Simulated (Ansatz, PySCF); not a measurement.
Process, species as SMILES: [SiH3]OC1=CCC1 [cyclobuten-1-yloxysilane] → C=C(C)C(=O)[SiH3]
Structures are relaxed separately at B3LYP-D3(BJ)/def2-TZVP in Ansatz (a first-principles code), one conformer each, not searched for the lowest. Frequencies are from Ansatz or PySCF. Unstable Hartree-Fock reference: C=C(C)C(=O)[SiH3].

Wanted: isomerisation energy (enthalpy at 298 K, with B3LYP-D3(BJ) rigid-rotor harmonic-oscillator terms), in kJ/mol. Cores are frozen in the correlated levels unless marked. No spin-orbit coupling. Non-relativistic. CBS(X,Y): correlation extrapolated as X^-3; Hartree-Fock from the larger set.

```tsv
level	program	isomerisation energy (kJ/mol)
HF/6-31G	Ansatz	-14.8
HF/aug-cc-pV(Q+d)Z	Ansatz	45.5
PBE-D3(BJ)/def2-TZVPD	Ansatz + dftd3	28.7
B3LYP-D4/def2-TZVPD	Ansatz + dftd4	27.3
BHLYP-D3(BJ)/def2-TZVPD	Ansatz + dftd3	39.8
BHLYP/def2-TZVPD	Ansatz	44.6
B2PLYP/def2-TZVPD	Ansatz	34.5
```

Task: What does CCSD(T)/CBS(cc-pV(T+d)Z,cc-pV(Q+d)Z) (Ansatz) give?

Result: 43.2 kJ/mol, so B2PLYP/def2-TZVPD differs from it by -8.7 kJ/mol.
